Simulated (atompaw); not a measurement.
## Cutoff test, lithium, PAW (atompaw)

- Element: Li
- Generator: atompaw 4.2.0.5
- Type: PAW
- Functional: PBE
- Relativity: non-relativistic
- Frozen core: [He]
- Valence charge: 1
- Reference configuration: 2s0.5 2p0.5
- Partial waves: 2s (bound): rc 3.00 bohr; 2s channel at 2.15 Ry: rc 3.00 bohr; 2p (bound): rc 3.00 bohr; 2p channel at 0.45 Ry: rc 3.00 bohr; 3d channel at 0.4 Ry: rc 3.00 bohr; 3d channel at 2.9 Ry: rc 3.00 bohr
- Local potential: vpsmatchnc scheme with l = 3 at 1 Ry, radius 2.20 bohr
- Core correction: smooth core density matched at 2.55 bohr
- Augmentation charge: besselshape compensation charge, radius 2.80 bohr; PAW radius 3.00 bohr; waves and projectors: custom rrkj gramschmidtortho

The pseudo-atom Hamiltonian at the reference potential is diagonalised in spherical Bessel functions j_l(qr) that vanish at 20 bohr, with q² up to the cutoff. All-electron valence levels (Ry): 2s -0.2304, 2p -0.0990.

Question: How do the lowest levels (Ry) of each channel move with the cutoff, and are there ghosts?

Answer:

| cutoff (Ry) | s #1 | p #1 | p #2 | d #1 | f #1 | f #2 | Σ f·Δε (mRy) |
| --- | --- | --- | --- | --- | --- | --- | --- |
| 8 | -0.2304 | -0.0989 | 0.0231 | 0.0289 | 0.0842 | 0.2079 | 0.0 |
| 10 | -0.2304 | -0.0989 | 0.0231 | 0.0289 | 0.0842 | 0.2079 | 0.0 |
| 400 | -0.2304 | -0.0989 | 0.0231 | 0.0289 | 0.0842 | 0.2079 | 0.0 |

Result: no extra level below or beside the all-electron valence levels (s, p, d, f tested); 10 mRy is reached at 6 Ry and 1 mRy at 6 Ry.
